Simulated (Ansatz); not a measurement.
CH$_{6}$BNTe (`CB(N)[TeH]`). Total charge 0; spin multiplicity 1. Te: def2 effective core potential. The structure was optimised at the PBE0-D4/def2-TZVP level. It is one conformer, not always the lowest.

```xyz
10

C     0.158   -0.988    1.063
B    -0.140    0.060   -0.068
N     0.875    0.719   -0.754
Te   -2.235    0.463   -0.545
H    -0.272   -1.964    0.823
H     1.231   -1.128    1.228
H    -0.287   -0.680    2.014
H     0.723    1.394   -1.482
H     1.846    0.550   -0.550
H    -1.899    1.575   -1.730
```

Question: What is the dipole moment at PBE/def2-TZVPP? (An estimate is asked.)

Answer: The calculation gave: 2.45 D, with components (2.40, 0.35, -0.32) D in this frame, pointing from negative to positive charge.

Question: And with r2SCAN, B3LYP, ωB97M-V? (Estimate.)

Answer: Ansatz gave: r2SCAN 2.53 D, B3LYP 2.45 D, ωB97M-V 2.56 D.

Question: Give the Mulliken charges with PBE, B3LYP, r2SCAN in def2-TZVPP. (Estimate.)

Answer: Ansatz gave: 
```
atom    PBE  B3LYP  r2SCAN
  C1  -0.36  -0.34   -0.26
  B2   0.04   0.06    0.09
  N3  -0.25  -0.25   -0.31
 Te4  -0.01   0.00    0.00
  H5   0.11   0.11    0.08
  H6   0.07   0.07    0.04
  H7   0.11   0.11    0.08
  H8   0.17   0.16    0.17
  H9   0.16   0.15    0.17
 H10  -0.05  -0.07   -0.05
```

B3LYP here is the variant with VWN-RPA as its local correlation; programs differ in this.
